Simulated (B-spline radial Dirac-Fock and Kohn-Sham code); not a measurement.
## Anomalous scattering factors of W, 4 keV to 77.26 keV

The computed values come from a radial atomic solver: the dispersion relation over Dirac-Hartree-Slater subshell photoionisation cross sections, with the Kissel-Pratt high-energy constant (isolated atom, no bound-bound lines or fine structure). The forward scattering factor is f₀ + f′ + i f″.

Edges near this range: K 69525.0 eV, L1 12100.0 eV, L2 11544.0 eV, L3 10207.0 eV, M1 2820.0 eV.

```tsv
hν (eV)	λ (Å)	f′ (e)	f″ (e)	tabulated f′	tabulated f″
4000	3.100	-4.872	16.557	-4.88	15.97
4510.9	2.749	-4.207	13.889	-4.22	13.31
5414.7	2.290	-3.935	10.574	-3.92	10.03
5444	2.277	-3.937	10.488	-3.93	9.95
5528	2.243	-3.945	10.248	-3.94	9.71
6000	2.066	-4.056	9.047	-4.07	8.56
6403.9	1.936	-4.218	8.187	-4.23	7.75
6930.3	1.789	-4.504	7.243	-4.51	6.88
8047.8	1.541	-5.395	5.725	-5.44	5.52
8671	1.430	-6.131	5.083	-6.16	4.94
8836	1.403	-6.374	4.932	-6.45	4.80
9251.7	1.340	-7.138	4.581	-7.18	4.44
9856	1.258	-9.192	4.137	-9.34	4.00
12000	1.033	-7.319	10.846	-7.59	10.65
15000	0.8266	-1.739	8.856	-1.77	8.70
17479.3	0.7093	-0.782	6.927	-0.80	6.78
17810	0.6961	-0.714	6.719	-0.73	6.58
22162.9	0.5594	-0.347	4.687	-0.37	4.60
24209.8	0.5121	-0.343	4.043	-0.36	3.98
27660	0.4482	-0.420	3.227	-0.44	3.18
29640	0.4183	-0.487	2.868	-0.51	2.81
30000	0.4133	?	?	?	?
38150	0.3250	-0.821	1.856	-0.84	1.81
40000	0.3100	-0.895	1.709	-0.92	1.66
45690	0.2714	-1.123	1.354	-1.14	1.32
46040	0.2693	-1.137	1.336	-1.16	1.30
74060	0.1674	-2.061	2.934	-2.12	2.94
77260	0.1605	-1.593	2.743	-1.63	2.75
```

Problem. What are f′ and f″ at 30000 eV?

Solution. f′ = -0.500 and f″ = 2.810 electrons (tables: -0.52 and 2.75). By the optical theorem f″ corresponds to a photoabsorption cross section 2 rₑ λ f″ = 6540 b.

Tabulated f′: xraylib 4.2 anomalous scattering factors (Cullen et al., EPDL97); f″: Chantler's tables (J. Phys. Chem. Ref. Data 1995 and 2000). Both are theoretical tables.
